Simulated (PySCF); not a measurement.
## Electron correlation in Sn⁺ (tin, charge +1)

[Kr] 4d10 5s1 5p2, high-spin 4P determinant (an excited configuration). All numbers are calculated (PySCF 2.14, scalar relativity by spin-free X2C-1e, in ANO-RCC-VTZP). Frozen: [Ar] 3d10; 21 electrons correlated.

```
  level  correlation energy (mhartree)
   CCSD                        -559.15
    (T)                         -10.33
CCSD(T)                        -569.48
```

Diagnostics: T1 = 0.0062, D1 = 0.0275, largest double amplitude 0.049.

Cost of the coupled-cluster step: roughly 40 core-seconds, for 21 correlated electrons.
